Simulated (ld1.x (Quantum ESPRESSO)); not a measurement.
Sc: excitation energies, all-electron against TM

ld1.x (Quantum ESPRESSO) 7.5 input, shortened:

```
&input
   title='Sc', zed=21., rel=1, dft='PZ', iswitch=3,
   config='[Ar] 3d1 4s2 4p0'
 /
 &inputp
   pseudotype=2, tm=.true., lloc=2,
   nlcc=.false.
 /
3
4S  1  0   2.00   0.00  3.30  3.30  0.0
4P  2  1   0.00   0.00  4.20  4.20  0.0
3D  3  2   1.00   0.00  1.95  1.95  0.0
 &test
   configts(1)='3d1 4s2 4p0'
 /
```

Energies are relative to the spin-unpolarised reference configuration 3d1 4s2 4p0; without spin polarisation the order of configurations can differ from experiment. Spin-polarised rows fill each open shell by Hund’s rule, majority spin first.

```csv
valence configuration,charge,ΔE all-electron (eV),error AE − PS (meV)
3d1 4s1 4p0,+1,7.067,+18
3d1 4s0 4p0,+2,20.028,+159
3d1 4s1.5 4p0,+0.5,2.824,+3.1
3d2 4s1 4p0,0,1.622,+21
3d1 4s0 4p1,+1,10.570,+49
3d1.5 4s1.5 4p0,0,0.649,+11
3d0 4s2 4p1,0,3.619,+405
3d1 4s2 4p0 (spin-polarised),0,-0.151,+518
```

(1) What are ΔE and the potential's error for 3d1 4s1 4p0 (spin-polarised)?

Levels in the configuration 3d1 4s1 4p0:

```json
{"level": "3d", "all-electron (eV)": "-10.228", "pseudo (eV)": "-10.201"}
{"level": "4s", "all-electron (eV)": "-9.960", "pseudo (eV)": "-9.909"}
```

Note: ghost states, extra bound levels that the all-electron valence spectrum of the same l lacks: s at -111.0 eV, p at -42.8 eV. A true bound ghost makes a file unfit for plane-wave use.

Answers

(1) ΔE = 6.520 eV all-electron; the error (AE − PS) is +812 meV.

These tests converged, but a pseudo level misses the all-electron one widely, so the file describes the atom poorly there or has found another state: 3d1 4s0 4p0: empty 4p by 2.2 eV (a node warning on the way).
